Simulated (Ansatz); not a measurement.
`C=[CH][GeH3]` + `CSS` → `CS[S][GeH3]` + ethylene at 298.15 K and 1 bar (ligand exchange at a Ge–C bond).

Gas-phase electronic energies from Ansatz, PBE0-D4/def2-TZVP geometries. CBS: MP2 limit from def2 TZ/QZ plus the TZ coupled-cluster correction, frozen cores. This one scheme is used for every species. For Ge outer-core shells are correlated without core-valence functions, which leaves a few kJ/mol of doubt a bond. Scalar relativity is left out up to krypton. Each species was taken in one conformer, which may not be the lowest.

| species | CCSD(T)/CBS energy (Eh) | H − E (kJ/mol) | S (J/(mol·K)) |
| --- | --- | --- | --- |
| `C=[CH][GeH3]` | -2155.78858 | 187.0 | 299.7 |
| `CSS` | -836.00794 | 141.3 | 294.2 |
| `CS[S][GeH3]` | -2913.33841 | 189.8 | 364.5 |
| `C=C` | -78.48111 | 144.6 | 218.9 |

H − E and S are ideal-gas, rigid-rotor, harmonic terms from PBE0-D4/def2-TZVP, for one conformer and one mirror image of each species. 1 Eh = 2625.50 kJ/mol, R = 8.31446 J/(mol·K).

By hand: ΔE, ΔH, ΔS and ΔG.

ΔE = (-2913.33841) + (-78.48111) − (-2155.78858) − (-836.00794) = -0.02300 Eh = -60.4 kJ/mol. Δ(H − E) = 189.8 + 144.6 − 187.0 − 141.3 = 6.1, so ΔH = -54.3 kJ/mol. ΔS = 364.5 + 218.9 − 299.7 − 294.2 = -10.5 J/(mol·K). ΔG = -54.3 − 298.15 × (-10.5)/1000 = -51.2 kJ/mol.

By hand: the equilibrium constant, and the temperature at which ΔG would vanish if ΔH and ΔS stayed fixed.

log₁₀ K = −ΔG/(RT ln 10) = 9.0. ΔG = 0 at ΔH/ΔS = 5171 K, far beyond where these terms or the molecules hold.

The number of gas molecules stays the same, so ΔS is small and ΔH decides. A doubt of 5 kJ/mol in ΔE shifts log₁₀ K by 0.9 here. Other conformers and mirror images would add mixing entropy, several J/(mol·K) or more a flexible species. These are equilibria of isolated gas molecules and say nothing of rates. Largest T1 diagnostic: 0.012 (customary marks: 0.02 for closed shells, 0.045 for open ones).
